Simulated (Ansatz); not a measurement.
`CC1BC[SiH2]1` from Hartree–Fock to CCSD(T)

```json
{"atom": "C1", "x (Å)": "-0.529", "y (Å)": "1.347", "z (Å)": "1.420"}
{"atom": "C2", "x (Å)": "-0.115", "y (Å)": "0.688", "z (Å)": "0.126"}
{"atom": "B3", "x (Å)": "-0.945", "y (Å)": "-0.405", "z (Å)": "-0.595"}
{"atom": "C4", "x (Å)": "-0.002", "y (Å)": "-1.145", "z (Å)": "-1.593"}
{"atom": "Si5", "x (Å)": "1.147", "y (Å)": "-0.750", "z (Å)": "-0.123"}
{"atom": "H6", "x (Å)": "-0.973", "y (Å)": "0.619", "z (Å)": "2.103"}
{"atom": "H7", "x (Å)": "0.311", "y (Å)": "1.816", "z (Å)": "1.940"}
{"atom": "H8", "x (Å)": "-1.278", "y (Å)": "2.125", "z (Å)": "1.245"}
{"atom": "H9", "x (Å)": "0.358", "y (Å)": "1.390", "z (Å)": "-0.576"}
{"atom": "H10", "x (Å)": "-1.899", "y (Å)": "-0.927", "z (Å)": "-0.088"}
{"atom": "H11", "x (Å)": "-0.231", "y (Å)": "-2.147", "z (Å)": "-1.941"}
{"atom": "H12", "x (Å)": "0.430", "y (Å)": "-0.537", "z (Å)": "-2.394"}
{"atom": "H13", "x (Å)": "1.210", "y (Å)": "-1.768", "z (Å)": "0.955"}
{"atom": "H14", "x (Å)": "2.518", "y (Å)": "-0.307", "z (Å)": "-0.479"}
```

The species carries charge 0 and has multiplicity 1. All single points use the PBE0-D4/def2-TZVP geometry. Frozen core, restricted reference, Ansatz. CBS rows extrapolate triple and quadruple zeta; past MP2 they add the triple-zeta difference.

```json
{"basis": "def2-SVP", "HF (Eh)": "?", "MP2 corr.": "-0.60973", "CCSD corr.": "-0.67451", "(T)": "?", "CCSD(T) total": "?"}
{"basis": "def2-TZVPP", "HF (Eh)": "-432.49811", "MP2 corr.": "?", "CCSD corr.": "-0.80205", "(T)": "-0.03394", "CCSD(T) total": "?"}
{"basis": "def2-QZVPP", "HF (Eh)": "?", "MP2 corr.": "-0.79351", "CCSD corr.": "–", "(T)": "–", "CCSD(T) total": "–"}
{"basis": "CBS(def2)", "HF (Eh)": "-432.51594", "MP2 corr.": "-0.82860", "CCSD corr.": "-0.88452", "(T)": "as TZ", "CCSD(T) total": "-433.43440"}
```

Problem. Fill in the withheld values. (Best estimate.)

Solution. Computed: def2-SVP HF (Eh): -432.24125; def2-SVP (T): -0.02245; def2-SVP CCSD(T) total: -432.93821; def2-TZVPP MP2 corr.: -0.74613; def2-TZVPP CCSD(T) total: -433.33410; def2-QZVPP HF (Eh): -432.51378.
